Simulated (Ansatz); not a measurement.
I₃Sb, singlet, at the geometry of the source list (core potentials on I, Sb); B3LYP/def2-SV(P) in Ansatz (a first-principles code).

The Ansatz input:
Ansatz 0.2 input:
```yaml
crystal:
  periodic: [false, false, false]
  atoms:
    - {symbol: Sb, position_ang: [0.00070000, 0.00200000, 0.99470000]}
    - {symbol: I, position_ang: [-1.87070000, -1.50500000, -0.33200000]}
    - {symbol: I, position_ang: [-0.36780000, 2.37070000, -0.33110000]}
    - {symbol: I, position_ang: [2.23790000, -0.86770000, -0.33160000]}
basis:
  gaussian:
    orbitals: def2-SV_P_.json
hamiltonian:
  xc: b3lyp
```
The basis file holds def2-SV(P) in the JSON format of the Basis Set Exchange.

The log (banner, timings and long lists left out):

```
Functional definition: B3LYP
1342 factors; integrals over basis functions are off by at most 1.8e-4 eV
mean field evaluation 1: about -30851.9272 eV, gradient 1.8e1 eV
mean field evaluation 2: about -30847.9531 eV, gradient 3.9e1 eV
mean field evaluation 4: about -30853.1887 eV, gradient 8.4e-1 eV
mean field evaluation 8: about -30853.2437 eV, gradient 1.7e-2 eV
mean field evaluation 16: about -30853.2437 eV, gradient 1.4e-5 eV
mean field -30853.24365238 eV, -1133.8357911453 hartree, gradient 1.4e-5 eV, S^2 0.000000; 0 other end points of the search recorded, 0 dependent functions left out
reference -30853.24389676 eV, -1133.8358001262 hartree; 49, 49 occupied and 55, 55 virtual orbitals, 1342 factors
Total energy: -30853.24389676 eV, -1133.8358001262 hartree
```
